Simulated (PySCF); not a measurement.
## TiH₃ + O₂ → HTiO + H₂O

Level: PBE0 in the def2-TZVP basis family, all electrons, no relativity, computed in PySCF with density fitting; open shells unrestricted.

```csv
species,state and structure,E (Eh),ZPE (kJ/mol),H(298 K) − H(0) (kJ/mol),S° (J/(mol K))
TiH₃,"doublet, C3v, Ti–H 1.730 Å (×3); H–Ti–H 118.3° (×3)",-850.93455,39.1,12.1,237.1
O₂,"triplet, D∞h, O–O 1.193 Å",-150.23561,10.3,8.7,204.9
HTiO,"doublet, Cs, Ti–H 1.793 Å, Ti–O 1.607 Å; H–Ti–O 119.3°",-925.01116,18.1,10.8,252.1
H₂O,"singlet, C2v, O–H 0.960 Å (×2); H–O–H 105.1°",-76.37736,56.5,9.9,188.7
```

(1) What is the electronic reaction energy?

(2) Add zero-point, thermal and entropy terms for 298.15 K and 1 bar.

Results:

(1) At PBE0/def2-TZVP, ΔE = -573.3 kJ/mol from the differences of the total energies times 2625.5, downhill. 

(2) ΔZPE = 25.2 and Δ[H(298) − H(0)] = -0.1 kJ/mol give ΔH° = -548.2 kJ/mol. ΔS° = -1.2 J/(mol K), so ΔG° = -548.2 − 298.15 × (-0.0012) = -548 kJ/mol.

Open d or f shells are single determinants, so the state found may not be the ground state. Only the bonding shown was studied: isomers, or loss of a ligand pair, can lie lower.
